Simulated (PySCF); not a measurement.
Polarisability and C₆ of Te (tellurium, neutral)

[Kr] 4d10 5s2 5p3 6s1, high-spin 5S determinant (an excited configuration). Computed with PySCF 2.14 in x2c-QZVPPall with one added diffuse shell each of s, p, d, f type (14s10p8d5f1g, 128 functions), with scalar relativity by spin-free X2C-1e. Coupled (time-dependent) response in atomic units; α is the mean over directions.

| method | mean α (bohr³) | C₆ (like pair) | S(−4) |
| --- | --- | --- | --- |
| r2SCAN0 | 538.4 | 10630 | 253100 |

S(−4) is the Cauchy moment in α(ω) = α(0) + S(−4) ω² + …

α(iu) at r2SCAN0:

```json
{"u (hartree)": "0", "α(iu) (bohr³)": "538.4"}
{"u (hartree)": "0.0500", "α(iu) (bohr³)": "253.8"}
{"u (hartree)": "0.100", "α(iu) (bohr³)": "108.5"}
{"u (hartree)": "0.200", "α(iu) (bohr³)": "43.61"}
{"u (hartree)": "0.300", "α(iu) (bohr³)": "27.17"}
{"u (hartree)": "0.500", "α(iu) (bohr³)": "15.06"}
{"u (hartree)": "0.750", "α(iu) (bohr³)": "9.011"}
{"u (hartree)": "1.00", "α(iu) (bohr³)": "6.115"}
{"u (hartree)": "1.50", "α(iu) (bohr³)": "3.505"}
{"u (hartree)": "2.00", "α(iu) (bohr³)": "2.365"}
{"u (hartree)": "3.00", "α(iu) (bohr³)": "1.350"}
{"u (hartree)": "5.00", "α(iu) (bohr³)": "0.6348"}
```

A single London oscillator, α(iu) = α/(1 + u²/ω²), gives C₆ = (3/4) ω α². Matching the computed C₆ needs ω = 4 × 10630 / (3 × 538.4²) = 0.0489 hartree.

The outer electron is Rydberg-like, and this basis confines it to a smaller radius and binds it less than a complete one would.
